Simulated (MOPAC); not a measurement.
MOPAC input (PM6):

```
PM6 PRECISE GNORM=0.05 LET XYZ CHARGE=1 GEO-OK AUX(PRECISION=9) THREADS=1
H5O3Si

O    -0.04596900 1    1.49346800 1    0.38279700 1
Si   -0.15841900 1   -0.10114400 1    0.41353900 1
O    -1.14874800 1   -0.83050400 1   -0.60805800 1
O     1.34962000 1   -0.40909800 1   -0.54256200 1
H    -0.35954400 1    2.11110600 1    1.05087800 1
H     0.03402100 1   -0.74419200 1    1.70758100 1
H    -1.97071200 1   -1.28423400 1   -0.39676700 1
H     1.31532600 1   -1.02760600 1   -1.29374600 1
H     1.95954900 1    0.33001600 1   -0.71490700 1
```

Output:

```
 *******************************************************************************
 **                                                                           **
 **                              MOPAC v23.2.5                                **
 **                                                                           **
 *******************************************************************************
 ** MOPAC's Digital Object Identifier: https://doi.org/10.5281/zenodo.6511958 **
 **                                                                           **
 ** Please cite the open-source release paper for use of this MOPAC version:  **
 ** J. E. Moussa and J. J. P. Stewart (2026)                                  **
 ** MOPAC: An open-source semiempirical molecular orbital program             **
 ** J. Open Source Softw., 11(119), 8025, https://doi.org/10.21105/joss.08025 **
 *******************************************************************************

                              PM6 CALCULATION RESULTS

 *******************************************************************************
 *  PM6        - The PM6 Hamiltonian to be used
 *  GEO-OK     - OVERRIDE INTERATOMIC DISTANCE AND OTHER SAFETY CHECKS
 *
 *
 *
 *                 CHARGE ON SYSTEM = +1
 *
 *
 *
 *  LET        - OVERRIDE SOME SAFETY CHECKS
 *  PRECISE    - TIGHTER CRITERIA TO BE USED
 *  XYZ        - CARTESIAN COORDINATE SYSTEM TO BE USED
 *  GNORM      - EXIT WHEN GRADIENT NORM DROPS BELOW 0.050
 *  AUX        - OUTPUT AUXILIARY INFORMATION
 *******************************************************************************
PM6 PRECISE GNORM=0.05 LET XYZ CHARGE=1 GEO-OK AUX(PRECISION=9) THREADS=1
 H5O3Si

   ATOM   CHEMICAL          X               Y               Z
  NUMBER   SYMBOL      (ANGSTROMS)     (ANGSTROMS)     (ANGSTROMS)

     1       O         -0.04596900  *   1.49346800  *   0.38279700  *
     2      Si         -0.15841900  *  -0.10114400  *   0.41353900  *
     3       O         -1.14874800  *  -0.83050400  *  -0.60805800  *
     4       O          1.34962000  *  -0.40909800  *  -0.54256200  *
     5       H         -0.35954400  *   2.11110600  *   1.05087800  *
     6       H          0.03402100  *  -0.74419200  *   1.70758100  *
     7       H         -1.97071200  *  -1.28423400  *  -0.39676700  *
     8       H          1.31532600  *  -1.02760600  *  -1.29374600  *
     9       H          1.95954900  *   0.33001600  *  -0.71490700  *

          CARTESIAN COORDINATES

    NO.       ATOM           X           Y           Z

     1         O         -0.0460      1.4935      0.3828
     2        Si         -0.1584     -0.1011      0.4135
     3         O         -1.1487     -0.8305     -0.6081
     4         O          1.3496     -0.4091     -0.5426
     5         H         -0.3595      2.1111      1.0509
     6         H          0.0340     -0.7442      1.7076
     7         H         -1.9707     -1.2842     -0.3968
     8         H          1.3153     -1.0276     -1.2937
     9         H          1.9595      0.3300     -0.7149

 General Reference for PM6:
 "Optimization of Parameters for Semiempirical Methods V: Modification of NDDO Approximations
 and Application to 70 Elements", J. J. P. Stewart, J. Mol. Mod., 13, 1173-1213 (2007)
 URL: https://link.springer.com/article/10.1007/s00894-007-0233-4

           Empirical Formula: H5 O3 Si  =     9 atoms

      MOLECULAR POINT GROUP   :   Cs

      RHF CALCULATION, NO. OF DOUBLY OCCUPIED LEVELS = 13

          Geometry optimization using EF

          DIAGONAL MATRIX USED AS START HESSIAN

 CYCLE:     1  GRAD.:    57.468 HEAT: -39.50233
 CYCLE:     2  GRAD.:    84.415 HEAT: -45.44322
 CYCLE:     3  GRAD.:    56.521 HEAT: -56.21649
 CYCLE:     4  GRAD.:    93.213 HEAT: -53.45477
 CYCLE:     5  GRAD.:    22.545 HEAT: -60.25459
 CYCLE:     6  GRAD.:    35.305 HEAT: -60.56832
 CYCLE:     7  GRAD.:    25.832 HEAT: -61.18411
 CYCLE:     8  GRAD.:    27.481 HEAT: -61.44171
 CYCLE:     9  GRAD.:    12.831 HEAT: -61.86110
 CYCLE:    10  GRAD.:    10.838 HEAT: -61.98166
 CYCLE:    11  GRAD.:    32.164 HEAT: -61.74541
 CYCLE:    12  GRAD.:     9.397 HEAT: -62.01718
 CYCLE:    13  GRAD.:     6.790 HEAT: -62.05196
 CYCLE:    14  GRAD.:     1.313 HEAT: -62.08776
 CYCLE:    15  GRAD.:     0.947 HEAT: -62.09127
 CYCLE:    16  GRAD.:     1.248 HEAT: -62.09557
 CYCLE:    17  GRAD.:     3.255 HEAT: -62.09828
 CYCLE:    18  GRAD.:     0.796 HEAT: -62.10662
 CYCLE:    19  GRAD.:     0.568 HEAT: -62.10856
 CYCLE:    20  GRAD.:     0.632 HEAT: -62.10924
 CYCLE:    21  GRAD.:     0.412 HEAT: -62.10939
 CYCLE:    22  GRAD.:     0.062 HEAT: -62.10955
 CYCLE:    23  GRAD.:     0.051 HEAT: -62.10956
 CYCLE:    24  GRAD.:     0.056 HEAT: -62.10959
 CYCLE:    25  GRAD.:     0.028 HEAT: -62.10959

     GRADIENT =  0.02778 IS LESS THAN CUTOFF =  0.05000

 -------------------------------------------------------------------------------
 PM6 PRECISE GNORM=0.05 LET XYZ CHARGE=1 GEO-OK AUX(PRECISION=9) THREADS=1
 H5O3Si

     GEOMETRY OPTIMISED USING EIGENVECTOR FOLLOWING (EF).
     SCF FIELD WAS ACHIEVED

                              PM6 CALCULATION
                                                       MOPAC v23.2.5 Linux

          FINAL HEAT OF FORMATION =        -62.10959 KCAL/MOL =    -259.86654 KJ/MOL

          COSMO AREA              =        104.42 SQUARE ANGSTROMS
          COSMO VOLUME            =         88.71 CUBIC ANGSTROMS

          GRADIENT NORM           =          0.02778          =       0.00926 PER ATOM
          IONIZATION POTENTIAL    =         16.863991 EV
          HOMO LUMO ENERGIES (EV) =        -16.864 -4.992
          NO. OF FILLED LEVELS    =         13
          MOLECULAR WEIGHT        =         81.1232         POINT GROUP:  C1

          MOLECULAR DIMENSIONS (Angstroms)

            Atom       Atom       Distance
            H     9    H     7     4.39054
            H     8    H     5     4.36131
            H     6    H     8     2.14009

          SCF CALCULATIONS        =         26

   ATOM   CHEMICAL          X               Y               Z
  NUMBER   SYMBOL      (ANGSTROMS)     (ANGSTROMS)     (ANGSTROMS)

     1       O         -0.14928332  *   1.44429896  *   0.58763063  *
     2      Si         -0.14444634  *  -0.06780374  *   0.31985901  *
     3       O         -1.24468116  *  -0.86436571  *  -0.39651946  *
     4       O          1.39426703  *  -0.39597224  *  -0.62299560  *
     5       H         -0.28943182  *   2.35334069  *   0.69270568  *
     6       H          0.10329366  *  -0.70906629  *   1.54838949  *
     7       H         -1.98337644  *  -1.21679954  *  -0.82917190  *
     8       H          1.52385662  *  -1.14701665  *  -1.24014794  *
     9       H          2.16650153  *   0.20715317  *  -0.66267430  *

                             CARTESIAN COORDINATES

   1    O       -0.149283318     1.444298960     0.587630633
   2   Si       -0.144446343    -0.067803742     0.319859014
   3    O       -1.244681161    -0.864365714    -0.396519457
   4    O        1.394267031    -0.395972245    -0.622995598
   5    H       -0.289431822     2.353340687     0.692705679
   6    H        0.103293660    -0.709066289     1.548389494
   7    H       -1.983376438    -1.216799538    -0.829171896
   8    H        1.523856622    -1.147016652    -1.240147937
   9    H        2.166501532     0.207153172    -0.662674301

           Empirical Formula: H5 O3 Si  =     9 atoms

      MOLECULAR POINT GROUP   :   C1

                  EIGENVALUES
 -37.50143 -35.66178 -34.98779 -26.72272 -26.20474 -24.03692 -23.83569 -20.25570
 -19.60036 -18.98437 -18.95328 -18.48706 -16.86399  -4.99225  -4.01914  -3.48088
  -2.82086  -2.61981  -2.40643  -1.78206  -0.66691  -0.64454  -0.04517   1.00554
   1.72921   1.93374

              NET ATOMIC CHARGES AND DIPOLE CONTRIBUTIONS

  ATOM NO.   TYPE          CHARGE      No. of ELECS.   s-Pop       p-Pop       d-Pop
    1          O          -0.425461        6.4255     1.55310     4.87236
    2         Si           0.573074        3.4269     0.96428     1.16377     1.29887
    3          O          -0.425484        6.4255     1.55311     4.87238
    4          O          -0.389500        6.3895     1.59338     4.79612
    5          H           0.385150        0.6149     0.61485
    6          H           0.095523        0.9045     0.90448
    7          H           0.385157        0.6148     0.61484
    8          H           0.400777        0.5992     0.59922
    9          H           0.400766        0.5992     0.59923
 DIPOLE           X         Y         Z       TOTAL
 POINT-CHG.     2.939    -0.694    -1.643     3.437
 HYBRID         0.086     0.570    -1.433     1.544
 SUM            3.024    -0.124    -3.076     4.315

          ATOMIC ORBITAL ELECTRON POPULATIONS

     Atom    s        px        py        pz      x^2-y^2     xz        z^2       yz        xy
    1  O   1.55310   1.74762   1.38351   1.74124
    2 Si   0.96428   0.34424   0.38039   0.43915   0.27111   0.17657   0.25412   0.33733   0.25975
    3  O   1.55311   1.52104   1.67556   1.67577
    4  O   1.59338   1.54318   1.53040   1.72255
    5  H   0.61485
    6  H   0.90448
    7  H   0.61484
    8  H   0.59922
    9  H   0.59923

 **********************
 *                    *
 * JOB ENDED NORMALLY *
 *                    *
 **********************

 == MOPAC DONE ==
```

The dipole moment of an ion depends on the origin.

The geometry given is a B3LYP-D3(BJ)/def2-TZVP minimum.
